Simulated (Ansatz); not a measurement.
Reaction (ligand exchange at the In–N bond): `[NH2][In]([SH])[Br]` + `O[SiH3]` → `[SiH3][O][In]([SH])[Br]` + NH₃

Calculated with Ansatz (gas phase, PBE0-D4/def2-TZVP geometries, no zero-point term in ΔE). CBS: MP2 limit from def2 TZ/QZ plus the TZ coupled-cluster correction, frozen cores. This one scheme is used for every species. Functionals use def2-TZVPP. B3LYP here is the variant with VWN-RPA as its local correlation; programs differ in this. def2 core potentials past Kr. For Br, In outer-core shells are correlated without core-valence functions, which leaves a few kJ/mol of doubt a bond. Scalar relativity is left out up to krypton. One conformer a species, not always the lowest.

`[NH2][In]([SH])[Br]`:

```xyz
7

N     0.751   -0.611   -1.440
In   -0.233   -0.007    0.201
S     0.759    1.002    2.098
Br   -2.634   -0.561    0.330
H     1.585   -0.098   -1.688
H     0.181   -0.747   -2.263
H    -0.409    1.021    2.762
```

`O[SiH3]`:

Cartesian coordinates in Å:
```
O 0.800 -0.980 0.206
Si -0.118 0.377 0.025
H 0.471 -1.796 -0.170
H -0.322 0.715 -1.410
H 0.628 1.465 0.697
H -1.459 0.220 0.653
```

`[SiH3][O][In]([SH])[Br]`:

Z-matrix (Å, degrees):
```
Si
O 1 1.635
H 1 1.486 2 108.4
H 1 1.490 2 111.3 3 119.7
H 1 1.490 2 111.4 3 -119.8
In 2 1.966 1 135.4 3 176.7
Br 6 2.445 2 116.6 1 -0.4
S 6 2.351 2 118.0 1 179.6
H 8 1.346 6 91.5 2 -0.0
```

NH₃:

Cartesian coordinates in Å:
```
N -0.066 0.140 -0.235
H -0.874 -0.001 0.358
H 0.316 -0.775 -0.438
H 0.624 0.635 0.316
```

| level | ΔE (kJ/mol) |
| --- | --- |
| PBE-D4 | -29.1 |
| B3LYP-D4 | -34.4 |
| B2PLYP | -32.6 |
| B3LYP | -30.2 |
| SCS-MP2/def2-TZVPP | -34.4 |
| SCS-MP2/def2-QZVPP | -35.4 |
| HF/CBS(def2) | -39.4 |
| MP2/CBS(def2) | -33.5 |

Q: What does CCSD(T)/CBS give? (Best estimate.)

A: Ansatz gave: -35.2 kJ/mol. The listed levels differ from it by 6.1, 0.8, 2.6, 5.0, 0.8, -0.2, -4.2, 1.7 kJ/mol.

Largest T1 diagnostic among the species: 0.013.

In def2-TZVPP, CCSD(T) changes the Hartree–Fock value by +3.4 kJ/mol (the triples alone add −0.4 kJ/mol) and MP2 by +5.1 kJ/mol. The D4 term adds −4.3 kJ/mol with B3LYP and −2.7 kJ/mol with PBE0; it sums over pairs of atoms, weighted by their polarisabilities, and B3LYP, whose exchange is more repulsive, gets the larger term.
